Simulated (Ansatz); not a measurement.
CH7B2GaO (`[BH2][Ga]([CH3])[BH]O`), 12 atoms. Total charge 0; spin multiplicity 1. Correlated methods include outer-core shells of Ga, which these sets cover unevenly. Scalar relativity is left out up to krypton. All runs use 4 threads of an Intel Xeon Platinum 8488C on a shared host. Correlated methods freeze the cores.

Problem. Give the basis size and wall time and peak host memory of each of these runs in Ansatz. RKS PBE0-D4/def2-TZVP frequencies; direct RPA on PBE orbitals/def2-TZVPP energy; RHF-CCSD(T)/def2-TZVPP energy; RKS PBE0-D4/def2-SVP energy; RHF-CCSD(T)/def2-SVP energy; RHF-MP2/def2-QZVPP energy; RKS ωB97X-V/def2-TZVPP energy; RKS ωB97M-V/def2-QZVPP energy; RKS ωB97M-V/def2-SVP energy; RKS revPBE-D4/def2-TZVPP energy; RKS B2PLYP (frozen core)/def2-TZVPP energy; RKS PBE0-D4/def2-QZVPP energy. (An estimate is asked.)

Solution. The calculation gave: Other jobs shared the machine, so times are rough.

```json
{"level": "RKS PBE0-D4/def2-SVP", "job": "energy", "functions": "123", "wall time": "0.95 s", "peak host memory (GiB)": "0.33"}
{"level": "RKS revPBE-D4/def2-TZVPP", "job": "energy", "functions": "270", "wall time": "1.6 s", "peak host memory (GiB)": "0.37"}
{"level": "RKS ωB97M-V/def2-SVP", "job": "energy", "functions": "123", "wall time": "3 s", "peak host memory (GiB)": "0.44"}
{"level": "direct RPA on PBE orbitals/def2-TZVPP", "job": "energy", "functions": "270", "wall time": "5.5 s", "peak host memory (GiB)": "0.73"}
{"level": "RKS ωB97X-V/def2-TZVPP", "job": "energy", "functions": "270", "wall time": "6.5 s", "peak host memory (GiB)": "0.92"}
{"level": "RKS B2PLYP (frozen core)/def2-TZVPP", "job": "energy", "functions": "270", "wall time": "7 s", "peak host memory (GiB)": "0.76"}
{"level": "RHF-CCSD(T)/def2-SVP", "job": "energy", "functions": "123", "wall time": "7.5 s", "peak host memory (GiB)": "0.75"}
{"level": "RKS PBE0-D4/def2-QZVPP", "job": "energy", "functions": "527", "wall time": "8 s", "peak host memory (GiB)": "2.1"}
{"level": "RKS ωB97M-V/def2-QZVPP", "job": "energy", "functions": "527", "wall time": "16 s", "peak host memory (GiB)": "2.6"}
{"level": "RHF-MP2/def2-QZVPP", "job": "energy", "functions": "527", "wall time": "26 s", "peak host memory (GiB)": "3.7"}
{"level": "RKS PBE0-D4/def2-TZVP", "job": "frequencies", "functions": "214", "wall time": "2.7 min", "peak host memory (GiB)": "0.65"}
{"level": "RHF-CCSD(T)/def2-TZVPP", "job": "energy", "functions": "270", "wall time": "2.7 min", "peak host memory (GiB)": "7.2"}
```
